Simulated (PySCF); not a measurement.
Compound: C₇H₁₅FN (charge +1).
Geometry (GFN2-xTB, Å), atoms numbered from 1 in this order:
```xyz
24
C7H15FN angstrom
C     -1.8041    1.0955   -0.8393
N     -1.0560    0.1390   -0.0209
C     -1.2686    0.4309    1.4009
C     -1.2988   -1.3068   -0.3292
C      0.2063   -1.5702   -0.3738
C      0.3978   -0.0484   -0.4203
C      1.4734    0.5829    0.4466
C      2.8511    0.2433   -0.1274
F      3.0330   -1.1127   -0.0994
H     -2.8666    1.0333   -0.6081
H     -1.4581    2.1084   -0.6387
H     -1.6641    0.8796   -1.8968
H     -0.7459   -0.2949    2.0190
H     -2.3334    0.3758    1.6247
H     -0.9119    1.4304    1.6413
H     -1.8770   -1.8214    0.4352
H     -1.7893   -1.4236   -1.2938
H      0.6057   -2.0270    0.5277
H      0.5790   -2.1202   -1.2313
H      0.5106    0.3092   -1.4465
H      1.4345    0.2015    1.4671
H      1.3736    1.6688    0.4651
H      3.6457    0.6889    0.4762
H      2.9511    0.5575   -1.1708
```

Computed at PBE0/pcSseg-1 (PySCF, non-relativistic), with Q(14N) = 0.02044 b: N2, 14N (I = 1): χzz = -0.485 MHz, η = 0.161.

Find the zero-field quadrupole resonance frequencies of 14N at N2.

From ν± = (3/4)|χ|(1 ± η/3) and ν0 = |χ|η/2: ν+ 0.384 MHz, ν− 0.344 MHz, ν0 0.039 MHz (ammonium nitrogen).

In a crystal, neighbours and librations shift these lines. Geometry: GFN2-xTB, one conformer, isolated ion. GFN2-xTB bond lengths can be off by several hundredths of an ångström, more for odd bonds, and the gradients follow them. The small basis limits the accuracy of the gradients.
